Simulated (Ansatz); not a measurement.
One change: `[Br][SnH2][Br]` becomes `[OH][SnH2][Br]`.

Ansatz, PBE0-D4/def2-TZVP geometries, multiplicity 1. Each molecule was computed in one conformer, which needn't be the lowest.

Elements past krypton have def2 core potentials. Scalar relativity is left out up to krypton.

| property | `[Br][SnH2][Br]` |
| --- | --- |
| LUMO energy (B3LYP/def2-TZVPP) / eV | -2.03 |
| LUMO energy (PBE/def2-TZVPP) / eV | -2.60 |
| size of the dipole moment (B3LYP/def2-TZVPP) / D | 2.23 |
| HOMO–LUMO gap (PBE0/def2-TZVPP) / eV | 6.73 |
| LUMO energy (ωB97M-V/def2-TZVPP) / eV | 0.15 |
| HOMO energy (B3LYP/def2-TZVPP) / eV | -8.20 |

**Question.** Give the same properties after the change, and the shifts. (Estimate.)

**Answer.** Ansatz gave: 
```csv
property,`[OH][SnH2][Br]`,shift
LUMO energy (B3LYP/def2-TZVPP) / eV,-1.41,0.62
LUMO energy (PBE/def2-TZVPP) / eV,-1.99,0.61
size of the dipole moment (B3LYP/def2-TZVPP) / D,1.71,-0.52
HOMO–LUMO gap (PBE0/def2-TZVPP) / eV,7.25,0.52
LUMO energy (ωB97M-V/def2-TZVPP) / eV,0.74,0.59
HOMO energy (B3LYP/def2-TZVPP) / eV,-8.08,0.12
```

With PBE0 the HOMO rises by 0.12 eV and the LUMO rises by 0.64 eV, so the gap widens by about 0.52 eV. PBE moves the HOMO by 0.16 eV and ωB97M-V by 0.11 eV. The zero-point energy changes by 32.1 kJ/mol with +3 modes. Dipoles are sizes alone; their direction can turn.

B3LYP here is the variant with VWN-RPA as its local correlation; programs differ in this.

Spin–orbit coupling is left out; it splits and shifts lone-pair levels of the heavy atoms by tenths of an eV.
